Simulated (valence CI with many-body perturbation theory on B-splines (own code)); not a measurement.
**Tl LX: what the settings do**

Computed by valence CI with perturbative core correlation (CI+MBPT): four valence electrons over a frozen Dirac-Fock core [Ar], a basis of 6 s, 6 p, 5 d, 5 f, 1 g functions for each j, with the one-electron correlation potential Σ1, the two-electron term Σ2, the three-electron term Σ3, Breit, model QED; selected CI, second order for the rest (own B-spline code, finite nucleus).

The last digits are not significant, and no measured levels were compared; by estimate large intervals hold to a few tenths of a per cent, small ones and those within an open d or f shell to about a per cent. The list stops below the first excitations out of the core. Only levels of the ground parity were solved; by the run's estimate the other parity begins above the list, which can be wrong where configurations are misplaced.

The reference run has the lowest level (3d3/2^4) J=0 and an ionisation energy of 6240.91 eV. Its largest variational space holds 7845 state functions.

Levels are named by their leading jj configuration (3d3/2^4 stands for four electrons in 3d with j = 3/2), which in mixed levels can hold well under half, so a name can repeat and another be missing. Letters in brackets count levels of one name in rising energy.

Changed runs:
A. correlating orbitals by l 3 3 3 3 1 → 5 2 1 2 2
B. size limit of the variational space 10000 → 3000; second order for the rest on → off
C. correlating orbitals by l 3 3 3 3 1 → 4 4 0 0 0; Davidson tolerance 2e-05 → 0.001
D. size limit of the variational space 10000 → 300; second order for the rest on → off (bad on purpose)

Excitation energies of the reference run in cm⁻¹, and shifts in cm⁻¹:

```tsv
Level	Reference	A	B	C	D
(3d3/2^3 3d5/2) J=1	822396	-54	+68	-1438	+3826
(3d3/2^3 3d5/2) J=4	926650	-69	+519	-637	+7019
(3d3/2^3 3d5/2) J=2	964054	-82	+640	-124	+8599
(3d3/2^3 3d5/2) J=3	992546	-75	+493	+51	+6280
(3d3/2^2 3d5/2^2) J=2 [a]	1721660	-110	+315	-1684	+5104
(3d3/2^2 3d5/2^2) J=0	1723030	-87	-0.4	-1830	+252
(3d3/2^2 3d5/2^2) J=4 [a]	1746360	-112	+356	-1908	+5160
(3d3/2^2 3d5/2^2) J=3 [a]	1766480	-120	+422	-1673	+6107
(3d3/2^2 3d5/2^2) J=5	1794080	-123	+181	-1581	+5339
(3d3/2^2 3d5/2^2) J=6	1817700	-133	+33	-1485	+4310
(3d3/2^2 3d5/2^2) J=1	1850230	-131	+130	-595	+6284
(3d3/2^2 3d5/2^2) J=3 [b]	1870330	-139	+625	-399	+6725
Ionisation energy (eV)	6240.91	-0.014	+8e-05	-0.56	-0.011
```
